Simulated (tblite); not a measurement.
C4H9ClOSi.
Cartesian coordinates in Å at the GFN2-xTB level; atoms count from 1:
```xyz
16
C4H9ClOSi angstrom
Si    -2.622    0.222    0.474
O     -1.017    0.110    0.255
C     -0.314   -0.275   -0.879
C      1.175   -0.225   -0.602
Cl     2.085   -0.712   -2.029
C      1.761    0.834    0.274
C      1.724   -0.595    0.737
H     -2.615    0.671    1.855
H     -3.273   -1.075    0.271
H     -3.214    1.181   -0.463
H     -0.595   -1.296   -1.173
H     -0.550    0.392   -1.719
H      2.714    1.256   -0.007
H      1.072    1.534    0.722
H      2.651   -1.147    0.773
H      1.010   -0.865    1.500
```

Method: GFN2-xTB as coded in tblite; computed harmonic values from a numerical Hessian at the method's own geometry, unscaled. Against measured fundamentals such values can be off by several per cent, at times by over 20. Modes of hydrogen on silicon can be 10 to 20 % off. One conformer, not necessarily the lowest.

Harmonic wavenumbers (cm⁻¹): 29.8, 69.1, 102.8, 172.5, 223.7, 268.6, 281.3, 350.0, 367.8, 598.3, 620.7, 632.4, 741.2, 788.4, 797.8, 827.3, 838.0, 866.6, 889.5, 955.0, 1036.1, 1059.2, 1070.5, 1082.3, 1140.4, 1145.8, 1172.4, 1235.7, 1341.8, 1364.7, 1407.8, 1467.4, 1484.9, 2221.4, 2253.7, 2355.0, 2872.8, 2902.6, 3090.8, 3093.1, 3101.5, 3117.0.

A = 3938, B = 861.9, C = 759.0 MHz; mass 136.011 u (most abundant isotopes); point group Cs, symmetry number 1.

Task: What is the zero-point energy?

Result: Half the sum of the wavenumbers: 25719 cm⁻¹ = 73.53 kcal/mol.

Task: Give the ideal-gas entropy at 298.15 K and 1 bar in the rigid-rotor, harmonic-oscillator model (classical rotation).

Result: Translation 40.66, rotation 29.21, vibration 26.45: S = 96.3 cal/(mol K).

Task: And Cp and H(298.15 K) − H(0)?

Result: Cp = 34.52 cal/(mol K), of which vibrations give 26.57 (their classical limit is 42 R = 83.5); H(298.15 K) − H(0) = 6.37 kcal/mol without the zero-point energy, 4.00 from vibrations.

Task: Blend soft modes into free rotors: weight 1/[1 + (100 cm⁻¹/ν̃)⁴] for the oscillator and the rest for a rotor with moment μB/(μ + B), μ = h/(8π²ν), B = 10⁻⁴⁴ kg m². What vibrational entropy results?

Result: 23.64 cal/(mol K) in place of 26.45, which changes −T·S at 298.15 K by +0.84 kcal/mol.

Task: How do the functions run with temperature in this model?

Result: 
| T (K) | S (cal/(mol K)) | Cp (cal/(mol K)) | H − H(0) (kcal/mol) | G − H(0) (kcal/mol) | ln q(vib) |
| --- | --- | --- | --- | --- | --- |
| 100 | 69.8 | 17.4 | 1.27 | -5.71 | 1.95 |
| 200 | 84.4 | 25.6 | 3.42 | -13.46 | 4.31 |
| 300 | 96.5 | 34.7 | 6.44 | -22.52 | 6.59 |
| 500 | 118.2 | 50.4 | 15.04 | -44.04 | 11.10 |
| 800 | 145.3 | 64.8 | 32.54 | -83.71 | 17.55 |
| 1000 | 160.5 | 70.9 | 46.15 | -114.32 | 21.53 |

q(vib) and H(0) count from the zero-point level.

Hindered rotation and anharmonicity are outside this model. Other conformers, if any are populated, would add a mixing term that is left out.
